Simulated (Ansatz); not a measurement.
`[SiH3][SiH]1[CH2][AlH]1` and `F[SiH]1[CH2][AlH]1` differ in one atom or group.

Ansatz, PBE0-D4/def2-TZVP geometries, multiplicity 1. 

```
                                          property  `[SiH3][SiH]1[CH2][AlH]1`
             HOMO–LUMO gap (B3LYP/def2-TZVPP) / eV                       3.76
                LUMO energy (PBE0/def2-TZVPP) / eV                      -1.93
size of the dipole moment (ωB97M-V/def2-TZVPP) / D                       1.27
                HOMO energy (PBE0/def2-TZVPP) / eV                      -6.04
              HOMO–LUMO gap (PBE0/def2-TZVPP) / eV                       4.10
    size of the dipole moment (PBE/def2-TZVPP) / D                       1.21
```

Question: Give the same properties after the change, and the shifts. (An estimate is asked.)

Answer: Computed: 
```csv
property,`F[SiH]1[CH2][AlH]1`,shift
HOMO–LUMO gap (B3LYP/def2-TZVPP) / eV,3.99,0.23
LUMO energy (PBE0/def2-TZVPP) / eV,-2.00,-0.07
size of the dipole moment (ωB97M-V/def2-TZVPP) / D,2.24,0.97
HOMO energy (PBE0/def2-TZVPP) / eV,-6.33,-0.29
HOMO–LUMO gap (PBE0/def2-TZVPP) / eV,4.33,0.23
size of the dipole moment (PBE/def2-TZVPP) / D,2.08,0.87
```

With PBE0 the HOMO falls by 0.29 eV and the LUMO falls by 0.07 eV, so the gap widens by about 0.22 eV. PBE moves the HOMO by -0.23 eV and ωB97M-V by -0.34 eV. The zero-point energy changes by -57.9 kJ/mol with -9 modes. Dipoles are sizes alone; their direction can turn.

B3LYP here is the variant with VWN-RPA as its local correlation; programs differ in this.
